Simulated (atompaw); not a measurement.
Pseudopotential generation for Li (Z = 3): PAW (atompaw), PBEsol, non-relativistic.

* Element: lithium (Li)
* Generator: atompaw 4.2.0.5
* Type: PAW
* Functional: PBEsol
* Relativity: non-relativistic
* Frozen core: none
* Valence charge: 3
* Reference configuration: 1s2 2s0.5 2p0 (charge +0.5)
* Partial waves: 1s (bound): rc 0.75 bohr; 2s (bound): rc 1.00 bohr; 2p (bound, empty): rc 3.00 bohr; 2p channel at 1.05 Ry: rc 3.00 bohr
* Local potential: ultrasoft scheme with l = 2 at 0 Ry, radius 2.55 bohr
* Core correction: none
* Augmentation charge: besselshape compensation charge, radius 2.35 bohr; PAW radius 3.00 bohr; waves and projectors: modrrkj vanderbiltortho

All-electron outer shells of the reference configuration (PBEsol, non-relativistic, ld1.x):

| shell | level (eV) | outermost node (bohr) | outermost maximum (bohr) |
| --- | --- | --- | --- |
| 1s | -55.24 | – | 0.36 |
| 2s | -5.25 | 0.83 | 2.97 |
| 2p | -3.27 | – | 3.32 |

Results:

- Cutoffs needed: 70 Ry and 120 Ry (the cutoffs (Ry, on a coarse ladder) from which the occupation-weighted sum of valence levels, in a spherical-Bessel basis at the reference potential, stays within 10 and 1 mRy of its value at 400 Ry)
- Ghost test: no extra level below or beside the all-electron valence levels (s, p, d, f tested) (spherical-Bessel basis up to 400 Ry, 20 bohr box)
- Lowest eigenvalue of the overlap operator: 0.51 (s channel)
- Overlap eigenvalues printed by atompaw (projector basis): 0.308, 1.12, 21, 4.91e+03
- Share of each valence orbital outside the PAW sphere: 1s 0 %, 2s 61 %, 2p 70 %

Generation and tests took about 0.72 s on one core of a shared server CPU.
